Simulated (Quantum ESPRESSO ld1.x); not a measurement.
The numbers below are computed, except where a source is named.
All-electron atom: Rh IV in [Kr] 4d5 7f1 (not the ground configuration).

Code: ld1.x of Quantum ESPRESSO 7.5. Model: non-relativistic Kohn-Sham, LDA (Slater exchange, VWN5 correlation), spin-polarised, spherical densities, point nucleus; open shells are filled with parallel spins first; relativity is left out, which matters for an element this heavy.

Energy parts (hartree):
| part | energy |
|---|---|
| total | -4679.7053 |
| kinetic | 4676.8125 |
| electron-nucleus | -11070.2900 |
| Hartree | 1843.5372 |
| exchange-correlation | -129.7650 |

Orbitals (lengths in bohr, moments of r in powers of bohr; r(max) is where P^2 peaks; r(90%) holds 90 % of the orbital's charge):
orbital,occ.,eigenvalue (hartree),r(90%),r(max),<r^4>
1s up,1,-823.036,0.0603,0.022,5.972e-06
1s down,1,-823.035,0.0603,0.022,5.972e-06
2s up,1,-118.739,0.227,0.125,0.001110
2s down,1,-118.702,0.227,0.125,0.001110
2p up,3,-110.284,0.205,0.098,0.0007364
2p down,3,-110.256,0.204,0.098,0.0007361
3s up,1,-22.6725,0.595,0.362,0.05329
3s down,1,-22.6470,0.594,0.362,0.05307
3p up,3,-19.3236,0.597,0.351,0.05367
3p down,3,-19.2960,0.596,0.351,0.05340
3d up,5,-13.1331,0.587,0.292,0.05057
3d down,5,-13.0967,0.586,0.292,0.05017
4s up,1,-4.71274,1.44,0.902,1.850
4s down,1,-4.56209,1.44,0.902,1.845
4p up,3,-3.67252,1.56,0.947,2.539
4p down,3,-3.51973,1.56,0.939,2.556
4d up,5,-1.99423,1.97,1.08,6.410
4d down,0,-1.84505,2.01,1.08,6.923
7f up,1,-0.17499,19.5,15.9,68170
7f down,0,-0.16336,20.3,16.6,76530

The highest occupied level is 7f up at -4.762 eV. The configuration is held as typed, so some empty levels lie below it. Spin moment in Bohr magnetons: 6. The density falls to 0.001 e/bohr^3 at r = 2.95 bohr.
